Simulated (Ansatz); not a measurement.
The first iterations of a band of a periodic cell of 17 atoms, Be16I (surface Be(0001), adsorbate I).

Level of theory: DFT PBEsol, scalar-relativistic, plane waves, PAW (Ansatz 0.2.0). Settings: cutoff 250 eV, k mesh 4x4x1, gaussian smearing 0.15 eV, no spin polarisation.

| Property | Result |
| --- | --- |
| movable images | 3 |
| climbing image | yes |
| spring | 5.0 eV/Å² |
| optimiser | quadratic models (default) |
| start path | default |
| force threshold | 0.05 eV/Å |
| iteration limit | 34 |
| end points | relaxed |
| atoms held | 1 to 4 |

First end point:

```xyz
17
Lattice="4.5800 0.0000 0.0000 2.2900 3.9664 0.0000 0.0000 0.0000 17.3826" Properties=species:S:1:pos:R:3
Be 0.000 1.322 1.000
Be 2.290 1.322 1.000
Be 1.145 3.305 1.000
Be 3.435 3.305 1.000
Be 0.000 0.006 2.786
Be 2.290 0.000 2.771
Be 1.140 1.980 2.786
Be 3.440 1.980 2.787
Be 0.000 1.322 4.603
Be 2.290 1.316 4.549
Be 1.139 3.309 4.548
Be 3.440 3.309 4.549
Be 0.000 -0.045 6.366
Be 2.291 0.000 6.228
Be 1.184 2.006 6.367
Be 3.398 2.005 6.367
I 0.002 1.320 8.498
```

Last end point:

Only the atoms that move by more than 0.05 Å are listed.
```
Be9 0.005 1.326 4.549
Be12 3.435 3.306 4.603
Be13 -0.037 0.021 6.367
Be14 2.329 0.023 6.367
Be15 1.146 1.983 6.228
Be16 3.435 1.938 6.366
I17 1.147 -0.663 8.498
```

| iteration | highest image above the first end (eV) | largest band force component (eV/Å) |
| --- | --- | --- |
| 1 | 0.468 | 1.401 |
| 2 | 0.209 | 0.372 |

Problem. Does the band converge within its limit, and where does its top end?

Solution. It converged. It ended after 7 iterations with the highest image 0.132 eV above the first end. The profile has 2 maxima (images 1, 3) with wells between them (image 2): this band takes more than one step, which may be the mechanism or a detour left from its start path. The order of the stationary point at the top wasn't checked. The plane-wave cutoff is below what these datasets need, so energies and pressures aren't converged. Limits of this set-up: coarse k mesh, thin slab, slab without dipole correction, odd electron count without spin.

The run took 110 s on 1 thread of Arm Neoverse V2 (shared host), peak memory 0.41 GiB.
